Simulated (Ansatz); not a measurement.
Program: Ansatz. Geometries: PBE0-D4/def2-TZVP. ΔE: electronic, gas phase. CBS: MP2 limit from def2 TZ/QZ plus the TZ coupled-cluster correction, frozen cores. DFT in def2-TZVPP. B3LYP here is the variant with VWN-RPA as its local correlation; programs differ in this. Elements past krypton have def2 core potentials. For Zr outer-core shells are correlated without core-valence functions, which leaves a few kJ/mol of doubt a bond. Each species was taken in one conformer, which may not be the lowest.

Consider the redistribution: `O[SiH2][SiH](O)F` + `[SH][Zr]([SH])([Cl])[Cl]` → `O[SiH2][SiH](O)S` + `[F][Zr]([SH])([Cl])[Cl]`.

CCSD(T)/CBS gives +2.5 kJ/mol.

(1) Another level gave -15.3 kJ/mol. Which?
A. PBE-D4/def2-TZVPP
B. PBE0-D4/def2-TZVPP
C. CCSD/def2-TZVPP
D. B3LYP-D4/def2-TZVPP

Largest T1 diagnostic among the species: 0.017.

Results:

(1) A. PBE-D4 -15.3, CCSD/def2-TZVPP 1.9, PBE0-D4 -9.8, B3LYP-D4 -5.0 kJ/mol.

From PBE to PBE0 (25 % exact exchange), in def2-TZVPP and without D4, ΔE moves by +5.4 kJ/mol.
